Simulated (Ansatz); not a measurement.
Start from `[CH3][In]([NH2])[NH2]` and change one atom or group to get `[CH3][In]([CH3])[NH2]`.

Ansatz, PBE0-D4/def2-TZVP geometries, multiplicity 1. Each molecule was computed in one conformer, which needn't be the lowest.

Elements past krypton have def2 core potentials.

```json
{"property": "HOMO energy (ωB97M-V/def2-TZVPP) / eV", "`[CH3][In]([NH2])[NH2]`": "-8.83"}
{"property": "LUMO energy (PBE0/def2-TZVPP) / eV", "`[CH3][In]([NH2])[NH2]`": "-0.37"}
{"property": "HOMO–LUMO gap (B3LYP/def2-TZVPP) / eV", "`[CH3][In]([NH2])[NH2]`": "5.54"}
{"property": "HOMO–LUMO gap (ωB97M-V/def2-TZVPP) / eV", "`[CH3][In]([NH2])[NH2]`": "9.90"}
{"property": "size of the dipole moment (PBE/def2-TZVPP) / D", "`[CH3][In]([NH2])[NH2]`": "1.50"}
{"property": "zero-point energy (PBE0-D4/def2-TZVP) / kJ/mol", "`[CH3][In]([NH2])[NH2]`": "223.2"}
```

Question: What does the change do to each property? (Estimate.)

Answer: Ansatz gave: 
| property | `[CH3][In]([CH3])[NH2]` | shift |
| --- | --- | --- |
| HOMO energy (ωB97M-V/def2-TZVPP) / eV | -8.95 | -0.12 |
| LUMO energy (PBE0/def2-TZVPP) / eV | -0.33 | 0.04 |
| HOMO–LUMO gap (B3LYP/def2-TZVPP) / eV | 5.72 | 0.18 |
| HOMO–LUMO gap (ωB97M-V/def2-TZVPP) / eV | 9.90 | 0.00 |
| size of the dipole moment (PBE/def2-TZVPP) / D | 0.16 | -1.34 |
| zero-point energy (PBE0-D4/def2-TZVP) / kJ/mol | 250.0 | 26.8 |

The zero-point energy changes by 26.8 kJ/mol with +3 modes. Dipoles are sizes alone; their direction can turn.

B3LYP here is the variant with VWN-RPA as its local correlation; programs differ in this.
